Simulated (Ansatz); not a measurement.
Calculated with Ansatz (gas phase, PBE0-D4/def2-TZVP geometries, no zero-point term in ΔE). CBS: MP2 limit from def2 TZ/QZ plus the TZ coupled-cluster correction, frozen cores. This one scheme is used for every species. DFT in def2-TZVPP. B3LYP here is the variant with VWN-RPA as its local correlation; programs differ in this. Each species was taken in one conformer, which may not be the lowest.

Consider the ligand exchange at a B–O bond: `COB(O)Cl` + CH₃OH → `COB(Cl)OC` + H₂O.

```tsv
level	ΔE (kcal/mol)	difference from CCSD(T)/CBS
PBE-D4	-0.7	1.2
B3LYP-D4	-1.2	0.7
ωB97X-V	-0.9	1.0
ωB97M-V	-1.0	0.9
B2PLYP	-0.7	1.2
PBE	0.1	2.0
r2SCAN	-0.6	1.3
B3LYP	0.0	1.9
HF/def2-TZVPP	0.2	2.1
MP2/def2-TZVPP	-1.7	0.2
SCS-MP2/def2-TZVPP	-1.3	0.6
CCSD/def2-TZVPP	-1.2	0.7
HF/def2-QZVPP	0.1	2.0
MP2/def2-QZVPP	-2.1	-0.2
SCS-MP2/def2-QZVPP	-1.6	0.3
CCSD/CBS(def2)	-1.7	0.2
CCSD(T)/CBS	-1.9	0
```

Largest T1 diagnostic among the species: 0.012.

In def2-TZVPP, CCSD(T) changes the Hartree–Fock value by −1.7 kcal/mol (the triples alone add −0.3 kcal/mol) and MP2 by −2.0 kcal/mol. The D4 term adds −1.2 kcal/mol with B3LYP and −0.7 kcal/mol with PBE0; it sums over pairs of atoms, weighted by their polarisabilities, and B3LYP, whose exchange is more repulsive, gets the larger term.
